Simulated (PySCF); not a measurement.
Compound: C6H4FOP.
Cartesian coordinates in Å at the PBE0-D3(BJ)/def2-SVP level; atoms count from 1:
```xyz
13
C6H4FOP angstrom
O     -2.3336   -1.8696    0.0091
C     -2.1218   -0.6956   -0.1618
C     -0.7585   -0.0990   -0.0839
C      0.3189   -0.9502    0.1991
C      1.6314   -0.5094    0.2964
C      1.9901    0.8260    0.1200
P      0.9341    2.1552   -0.2390
C     -0.5771    1.2685   -0.2879
F     -1.6670    1.9963   -0.5505
H     -2.9465    0.0160   -0.3908
H      0.0708   -2.0049    0.3439
H      2.4139   -1.2398    0.5211
H      3.0502    1.0873    0.2147
```

Computed with PySCF at PBE0/pcSseg-1, non-relativistic, on one gas-phase PBE0-D3(BJ)/def2-SVP geometry that isn't relaxed in the solvent. The solvent is an IEF-PCM continuum (cavity from Bondi-type radii × 1.2). Specific hydrogen bonds and non-electrostatic terms are outside this model.

| run | E − E(gas) (kJ/mol) | HOMO (eV) | HOMO–LUMO gap (eV) | dipole (D) |
| --- | --- | --- | --- | --- |
| gas | 0.00 | -7.63 | 5.09 | 2.40 |
| P | -16.83 | -7.46 | 5.06 | 2.99 |
| Q | -14.66 | -7.47 | 5.06 | 2.92 |

Task: The runs were made in chloroform and tetrahydrofuran. Which run belongs to which solvent?

Result: P = tetrahydrofuran, Q = chloroform. The dielectric constants are 4.711 (chloroform), 7.426 (tetrahydrofuran), and the energy falls further as ε rises. In this model the ground state sees the solvent through ε alone.

Task: How constant is the ratio of the lowering to (ε − 1)/(2ε + 1)?

Result: 
| solvent | (ε − 1)/(2ε + 1) | E − E(gas) (kJ/mol) | ratio (kJ/mol) | polarisation term (kJ/mol) |
| --- | --- | --- | --- | --- |
| chloroform | 0.356 | -14.66 | -41.2 | -16.31 |
| tetrahydrofuran | 0.405 | -16.83 | -41.5 | -19.01 |

The ratio changes by +0.8 % in size from chloroform to tetrahydrofuran. The polarisation term is half the interaction of the solute with the induced surface charges.
